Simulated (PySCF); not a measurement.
Stepwise substitution at one centre (Sn OCH3-SiH3). All species are isolated molecules in the gas phase. One relaxed conformer stands for each flexible species; it need not be the lowest. Strings in code marks are SMILES.

Computed with PySCF with PBE0-D4/def2-TZVP // PBE0-D4/def2-SVP. All candidates: neutral, multiplicity 1. Delta-SCF ions had no search for a lower state. 

* **HOMO–LUMO gap**: 7.13 eV
* **vertical ionisation energy (Delta-SCF)**: 9.12 eV
* **HOMO**: -7.61 eV

Problem. Name which member has these values.
(A) `C[O][Sn]([O]C)([O]C)[O]C`
(B) `C[O][Sn]([SiH3])([SiH3])[O]C` (C–O–Sn–Si torsion 45°, Si–Sn–O–C torsion -179°)
(C) `C[O][Sn]([SiH3])([SiH3])[SiH3]` (C–O–Sn–Si torsion 61°)
(D) `[SiH3][Sn]([SiH3])([SiH3])[SiH3]`

Solution. D, `[SiH3][Sn]([SiH3])([SiH3])[SiH3]`. The others give `C[O][Sn]([SiH3])([SiH3])[SiH3]` (C–O–Sn–Si torsion 61°): 5.92 eV, 8.63 eV, -7.05 eV; `C[O][Sn]([O]C)([O]C)[O]C`: 6.30 eV, 9.58 eV, -7.95 eV; `C[O][Sn]([SiH3])([SiH3])[O]C` (C–O–Sn–Si torsion 45°, Si–Sn–O–C torsion -179°): 6.47 eV, 8.97 eV, -7.38 eV
